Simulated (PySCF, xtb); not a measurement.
CH₄NO, SMILES NC=[OH+], charge +1.

GFN2-xTB (xtb) at its own geometry gives an orbital gap of 5.88 eV.

Geometry optimised at B3LYP-D3(BJ)/def2-TZVP. The isomer is the one that the SMILES or the coordinates give; other isomers of the formula were not compared. Other conformers were not sampled.

What does PBE0/def2-TZVPD (PySCF) give? (Estimate from the structure and the level; the computed values follow.)

gap 8.88 eV (levels -16.08 and -7.19 eV).
